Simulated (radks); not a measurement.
Q: All-electron atom: Ba in [Xe] 6s2 (the NIST ground configuration). Method: scalar-relativistic Kohn-Sham, LDA (Slater exchange, Perdew-Wang correlation), spin-polarised, spherical densities, finite nucleus; Fermi nuclear charge, rms radius 4.8378 fm; computed with a radial shooting solver on a logarithmic mesh with Libxc functionals. Some entries of the table are withheld. Estimate them.

| orbital | occ. | eigenvalue (hartree) | <r> (bohr) | <r^2> (bohr^2) |
|---|---|---|---|---|
| 1s | 2 | -1367.702 | 0.02560 | 0.0008899 |
| 2s | 2 | -216.2228 | 0.1098 | (1) |
| 2p | 6 | (2) | 0.09622 | 0.01130 |
| 3s | 2 | -45.62386 | 0.2924 | 0.09768 |
| 3p | 6 | -38.49876 | 0.2903 | 0.09767 |
| 3d | 10 | -28.11682 | 0.2667 | 0.08400 |
| 4s | 2 | -8.93880 | 0.6743 | 0.5132 |
| 4p | 6 | -6.63768 | (3) | 0.5833 |
| 4d | 10 | -3.29478 | 0.8010 | 0.7458 |
| 5s | 2 | -1.24220 | 1.635 | 3.010 |
| 5p | 6 | (4) | 1.921 | 4.198 |
| 6s | 2 | (5) | 4.721 | 25.22 |

A: 
(1) 2s <r^2> (bohr^2): 0.01423
(2) 2p eigenvalue (hartree): -194.0064
(3) 4p <r> (bohr): 0.7160
(4) 5p eigenvalue (hartree): -0.69110
(5) 6s eigenvalue (hartree): -0.12301
